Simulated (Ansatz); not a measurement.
`C=C(C)B(F)Cl` + CH₃SH → `CSB(F)Cl` + `C=CC` at 700 K and 1 bar (ligand exchange at a B–C bond).

Isolated molecules relaxed with PBE0-D4/def2-TZVP in Ansatz; ΔE leaves out vibrations. CBS: MP2 limit from def2 TZ/QZ plus the TZ coupled-cluster correction, frozen cores. This one scheme is used for every species. Each species was taken in one conformer, which may not be the lowest.

```
       species  CCSD(T)/CBS energy (Eh)  H − E (kJ/mol)  S (J/(mol·K))
`C=C(C)B(F)Cl`               -701.62808           285.4          466.2
         CH₃SH               -438.22835           160.2          309.0
    `CSB(F)Cl`              -1022.12842           189.8          437.7
        `C=CC`               -117.74610           260.0          340.6
```

H − E and S are ideal-gas, rigid-rotor, harmonic terms from PBE0-D4/def2-TZVP, for one conformer and one mirror image of each species. 1 Eh = 2625.50 kJ/mol, R = 8.31446 J/(mol·K).

**Question.** By hand: ΔE, ΔH, ΔS and ΔG.

**Answer.** ΔE = (-1022.12842) + (-117.74610) − (-701.62808) − (-438.22835) = -0.01809 Eh = -47.5 kJ/mol. Δ(H − E) = 189.8 + 260.0 − 285.4 − 160.2 = 4.2, so ΔH = -43.3 kJ/mol. ΔS = 437.7 + 340.6 − 466.2 − 309.0 = 3.1 J/(mol·K). ΔG = -43.3 − 700 × (3.1)/1000 = -45.5 kJ/mol.

**Question.** By hand: the equilibrium constant, and the temperature at which ΔG would vanish if ΔH and ΔS stayed fixed.

**Answer.** log₁₀ K = −ΔG/(RT ln 10) = 3.4. ΔH and −TΔS have one sign here, so there is no such temperature. One of them is within its doubt of zero, so this could turn.

The number of gas molecules stays the same, so ΔS is small and ΔH decides. A doubt of 5 kJ/mol in ΔE shifts log₁₀ K by 0.4 here. Other conformers and mirror images would add mixing entropy, several J/(mol·K) or more a flexible species. Modes under 60 cm⁻¹, often nearly free rotors, make the harmonic entropy too high. These are equilibria of isolated gas molecules and say nothing of rates. Largest T1 diagnostic: 0.012 (customary marks: 0.02 for closed shells, 0.045 for open ones).
